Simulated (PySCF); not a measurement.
# Broadened absorption spectrum of C6H9NSi

C₆H₉NSi.
Structure used (PBE0-D3(BJ)/def2-SVP), in Å, numbered top down from 1:
```
atom  x, y, z in Å
C1    -4.0170    1.9146   -0.3305
C2    -3.4363    0.8560   -0.1788
Si3   -2.5624   -0.7440    0.0384
N4    -0.8526   -0.4463    0.1711
C5     0.0209   -0.8985   -0.6380
C6     1.4582   -0.6346   -0.5095
C7     1.9677    0.1277    0.4718
C8     3.4055    0.4432    0.6654
H9    -4.5301    2.8507   -0.4626
H10   -3.0425   -1.3764    1.2991
H11   -2.8983   -1.6269   -1.1278
H12   -0.2528   -1.5319   -1.5112
H13    2.1149   -1.0877   -1.2602
H14    1.2473    0.5487    1.1850
H15    3.5729    1.5332    0.6294
H16    4.0432   -0.0326   -0.0935
H17    3.7449    0.1167    1.6630
```

Method: PySCF 2.14.0, density-fitted response routines, TDDFT CAM-B3LYP/def2-SVPD, vertical, gas phase, core orbitals frozen in the response.

Each state is given a Gaussian of 0.4 eV full width at half maximum, with ε(max) = 2.175×10⁸ f / Δν̃ (Δν̃ the width in cm⁻¹). The cross-section is σ = 3.8235×10⁻²¹ ε cm², given in Mb (10⁻¹⁸ cm²). The width is an assumption, not a result. The curve ends short of the highest state used, and states not computed would add to its high-energy end.

```
λ (nm)  σ (Mb)
 192.4   11.89
 198.0    5.80
 203.5    1.52
 209.1    0.43
 214.7    0.61
 220.3    5.79
 225.9   32.25
 231.5   89.09
 237.1  132.90
 242.7  116.10
 248.3   63.71
 253.9   23.35
 259.5    6.03
 265.1    1.15
 270.7    0.17
 276.3    0.02
 281.9    0.00
 287.5    0.00
 293.1    0.00
 298.7    0.00
 304.3    0.00
 309.9    0.00
 315.5    0.00
 321.1    0.00
 326.7    0.01
 332.3    0.00
 337.9    0.00
 343.5    0.00
 349.1    0.00
 354.7    0.00
 360.3    0.00
 365.9    0.00
 371.4    0.00
 377.0    0.00
 382.6    0.00
 388.2    0.00
```

(1) Locate the maxima and give the states behind the curve.

(2) On this curve, what absorbance would a 10⁻⁵ mol/L sample give at 280 nm over a 1 cm path?

(3) Coming from long wavelengths, where does ε first pass 100 L mol⁻¹ cm⁻¹?

## Answers

(1) 238 nm (5.20 eV), ε about 35000, made up of S2 (100%) (ε in L mol⁻¹ cm⁻¹; maxima over ε = 5, shares over 10%). At its high-energy end, 6.45 eV, the curve is still rising (ε about 3100, from S6). The states used: S1 3.79 eV (f 0.0000); S2 5.20 eV (f 0.523); S3 5.88 eV (f 0.0006); S4 6.19 eV (f 0.0023); S5 6.25 eV (f 0.0005); S6 6.48 eV (f 0.045); S7 6.69 eV (f 0.0019); S8 6.88 eV (f 0.011); S9 7.00 eV (f 0.0088); S10 7.05 eV (f 0.0016).

(2) 280 nm is 4.428 eV, where ε is about 1.1 L mol⁻¹ cm⁻¹, so A = ε c l ≈ 1.1e-05 (Beer–Lambert, with the gas-phase spectrum and the assumed width).

(3) At about 268 nm (4.62 eV), 0.83 eV above S1.

The vertical ionisation energy (ΔSCF) is 8.96 eV, 1.91 eV above S10.

The run took 7.6 min wall on Arm Neoverse V2, one thread, no GPU, shared host with 96 logical CPUs at a one-minute load of 80, and the process peaked at 1.5 GiB of memory.

One conformer stands for the species.
